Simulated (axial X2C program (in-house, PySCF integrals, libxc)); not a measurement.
# Worked dissociation energy of MnC⁺: HF, without spin–orbit coupling

All values were computed with an in-house relativistic program for diatomic molecules. Spin-free means the one-electron spin-free X2C Hamiltonian. Basis: Mn dyall-cv3z [9s10p6d3f2g], C dyall-v3z [7s6p2d1f] (cores contracted in-house); Gaussian nuclei, density fitting, unrestricted open shells. Masses: Mn 54.938 u, C 12.000 u.

Molecular state: M_S = 1, Λ = 0 (beyond evenly filled blocks: δ+α, δ-α).

```
E(Mn+) (2M_S = 6, M_L = 0) : -1157.185856 hartree
E(C) (2M_S = 2, M_L = 0)   : -37.708581 hartree
E(MnC⁺) at Re              : -1194.911688 hartree
ωe                         : 672.8 cm⁻¹
```

Task: Work out De and D0.

Result: De = -1157.185856 + (-37.708581) − (-1194.911688) = 0.01725 hartree = 0.469 eV. The zero-point energy is ωe/2 = 336 cm⁻¹ = 0.042 eV, so D0 = 0.428 eV.

The state is one determinant whose occupation by symmetry is held fixed; it was picked as the lowest of a PBE0 search that is not exhaustive. De is counted from the lowest determinant-based energies of the atoms at the same level, without counterpoise correction. The determinant is spin-polarised beyond a pure state at some levels (its spin-free form has ⟨S²⟩ too high), which makes Re and μ there less reliable.

Hartree–Fock lacks correlation and underbinds, often by eV.

Each atomic determinant is the lowest at this level and need not be a pure term. Totals compare only within one Hamiltonian and basis.
